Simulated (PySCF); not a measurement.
Computed against measured: bond length Re

r²SCAN, PBE0, MP2 in PySCF with def2-SVP on every atom (core potentials on Rb, Sn, I, Cs, Tl), for the lowest determinant that a PBE0 search found; no spin–orbit coupling. Measured values: Huber and Herzberg, Constants of Diatomic Molecules (1979).

```tsv
molecule	measured (Å)	r²SCAN	PBE0	MP2
RbI	3.176879	3.246	3.229	3.256
AlI	2.537102	2.553	2.551	2.541
LiI	2.391924	2.400	2.384	2.412
TlF	2.084438	2.097	2.095	2.089
SnS	2.209026	2.232	2.223	2.236
CsBr	3.072251	3.146	3.128	3.168
KH	2.2425	2.294	2.275	2.295
CsF	2.345351	2.407	2.393	2.424
```

Question: Give the mean signed and mean absolute error of each level in pm, and name the best.

Answer: r²SCAN +3.9 and 3.9; PBE0 +2.7 and 2.9; MP2 +4.5 and 4.5. On this set PBE0 is closest. CCSD(T) and MP2 converge slowly with the basis and look worse in a small one than at the limit.

Question: Which molecule does PBE0 miss most?

Answer: CsBr, by +5.6 pm.

The molecules are drawn from runs that passed checks on state, spin purity and fit, so the hardest cases are missing and the errors look smaller than over all diatomics.

Correlated steps freeze the inner cores (1 to 9 orbitals); shallow outer-core shells are correlated. These are scalar-relativistic numbers at best; spin–orbit coupling would shift them, the dissociation energy most.
